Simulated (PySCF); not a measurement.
A calculated (TPSS, PySCF 2.14, def2-TZVPPD, the non-relativistic Hamiltonian (point nucleus)) atom or ion has these occupied shells.

```json
{"shell": "1s α", "electrons": "1", "orbital energy (eV)": "-9454.1", "rms radius, mean of both spins (bohr)": "0.0591"}
{"shell": "1s β", "electrons": "1", "orbital energy (eV)": "-9454.0", "rms radius, mean of both spins (bohr)": "0.0591"}
{"shell": "2s α", "electrons": "1", "orbital energy (eV)": "-1167.8", "rms radius, mean of both spins (bohr)": "0.249"}
{"shell": "2s β", "electrons": "1", "orbital energy (eV)": "-1167.2", "rms radius, mean of both spins (bohr)": "0.249"}
{"shell": "2p α", "electrons": "3", "orbital energy (eV)": "-1031.5", "rms radius, mean of both spins (bohr)": "0.221"}
{"shell": "2p β", "electrons": "3", "orbital energy (eV)": "-1031.0", "rms radius, mean of both spins (bohr)": "0.221"}
{"shell": "3s α", "electrons": "1", "orbital energy (eV)": "-157.72", "rms radius, mean of both spins (bohr)": "0.738"}
{"shell": "3s β", "electrons": "1", "orbital energy (eV)": "-156.25", "rms radius, mean of both spins (bohr)": "0.738"}
{"shell": "3p α", "electrons": "3", "orbital energy (eV)": "-114.21", "rms radius, mean of both spins (bohr)": "0.772"}
{"shell": "3p β", "electrons": "3", "orbital energy (eV)": "-112.74", "rms radius, mean of both spins (bohr)": "0.772"}
{"shell": "3d α", "electrons": "5", "orbital energy (eV)": "-40.663", "rms radius, mean of both spins (bohr)": "0.935"}
{"shell": "3d β", "electrons": "4", "orbital energy (eV)": "-39.451", "rms radius, mean of both spins (bohr)": "0.935"}
{"shell": "4p α", "electrons": "1", "orbital energy (eV)": "-19.117", "rms radius, mean of both spins (bohr)": "2.79"}
```

Question: Name the element and its charge.

Answer: Zn²⁺ (zinc, charge +2), in [Ar] 3d9 4p1, one real determinant (an excited configuration).
